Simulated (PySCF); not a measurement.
Several orderings of computed values.

All species are isolated and taken at one optimised geometry, non-relativistic unless stated; the electronic structure was computed with PySCF and density fitting.

Dipoles, sizes and rotational constants follow the conformer. The torsions of the flexible species, by atom-mapped SMILES:
- `[CH3:1][C:2](=[O:3])/[C:4]([F:5])=[C:6]\[CH2:7][F:8]`: C1–C2–C4–F5 -9°, C4–C6–C7–F8 -132°
- `[CH3:1][C:2](=[O:3])/[C:4]([F:5])=[CH:6]/[CH:7][F:8]`: C1–C2–C4–F5 0°, C4–C6–C7–F8 180°
- `[CH3:1][C@@H:2]([CH:3]=[O:4])[CH2:5][F:6]`: C1–C2–C3–O4 -11°, C1–C2–C5–F6 173°
- `[CH3:1][O:2][SiH2:3][NH2+:4]`: C1–O2–Si3–N4 -2°, H–N4–Si3–O2 180°, H–N4–Si3–O2 0°

(1) Rank by isotropic g value, highest first (unrestricted B3LYP/pcH-1, mean-field spin–orbit at GFN2-xTB geometries).
A. `CC(=O)/C(F)=C/[CH]F` [radical]
B. `CN[SiH2]` [radical]
C. `CC#CC1=CCC(Cl)=[C]1` [radical]
D. `FC/[C]=C(\C(C)=O)F` [radical]

(2) Rank by smallest rotational constant, lowest first (GFN2-xTB).
A. `CO[SiH2][NH2+]` [radical]
B. `CC(=O)/C(F)=C/[CH]F` [radical]
C. `CC#CC1=CCC(Cl)=[C]1` [radical]
D. `C#CC1=CC[CH]C(Cl)=C1` [radical]
E. `CC(=O)/C(F)=[C]\CF` [radical]
F. `ClC1C(=C[CH]CC=1)C#C` [radical]
G. `[C@H](C=O)(CF)C`

Answers

(1) A (2.00489), B (2.00287), D (2.00190), C (2.00170).

(2) C (0.495 GHz), D (0.665 GHz), F (0.799 GHz), B (0.867 GHz), E (0.975 GHz), G (1.840 GHz), A (2.861 GHz).
